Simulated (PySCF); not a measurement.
Structure problem from calculated spectra and properties.

Elements present: C, H, N, O and Si. Monoisotopic mass: 90.0249 u.

| Quantity | Value |
| --- | --- |
| Rotational structure | rotational constants A, B, C: 6.952, 3.126, 2.475 GHz [GFN2-xTB] |
| NMR, other nuclei | isotropic shieldings of nuclei other than C and H, by class: 135 (1 N), 254 (1 N), -102 (1 O), 389 (1 Si) ppm [GIAO PBE0/pcSseg-1] |
| Dipole | 2.39 D [PBE0/pcSseg-1] |
| 13C NMR | chemical shifts (computed TMS as zero) by class: 168.6 (1 C) ppm [GIAO PBE0/pcSseg-1] |
| 1H NMR | chemical shifts (computed TMS as zero) by class: 8.54 (1 H), 5.10 (2 H), 4.75 (1 H), 0.80 (2 H) ppm [GIAO PBE0/pcSseg-1] |

Gas-phase values; electronic properties from PySCF, density fitting. Levels stand in brackets. The structure is a single GFN2-xTB conformer in the gas phase; no vibrational or solvent corrections. NMR values are class means; diastereotopic atoms form classes of their own.

**Question.** Which formula fits the mass and the elements?

**Answer.** CH6N2OSi (calculated 90.0249). No other formula that holds each of these elements comes within 0.0003 u with a fitting electron parity and a possible valence count.

**Question.** What is the compound? Reason from the data.

**Answer.** Numbering: `[NH2:1][SiH2:2][NH:3][CH:4]=[O:5]`. Its formula, CH6N2OSi, gives 1 degree of unsaturation: 0 rings and 1 π bond in the structure found. The one carbon: amide carbonyl carbon [C4] (168.6 ppm). Hydrogen classes from least to most shielded: 1 H on an amide carbonyl carbon, C4 (8.54 ppm), 2 H on an SiH2 silicon, Si2 (5.10 ppm, a mean of values up to 0.9 ppm apart in this geometry), 1 H on an amide nitrogen, N3 (4.75 ppm), 2 H on a silicon-bound nitrogen, N1 (0.80 ppm, a mean of values up to 1.4 ppm apart in this geometry). The other shieldings belong to: 135 ppm, amide nitrogen [N3]; 254 ppm, silicon-bound nitrogen [N1]; -102 ppm, amide oxygen [O5]; 389 ppm, SiH2 silicon [Si2]. The optimised geometry has point group C1 and is an asymmetric top. Structure: `N[SiH2]NC=O`. The assignments are read from this structure; whether some other isomer fits the data as well wasn't checked.

Conformer computed: `[NH2:1][SiH2:2][NH:3][CH:4]=[O:5]`: N1–Si2–N3–C4 61°, Si2–N3–C4–O5 0°, H–N1–Si2–N3 -49°, H–N1–Si2–N3 176°.
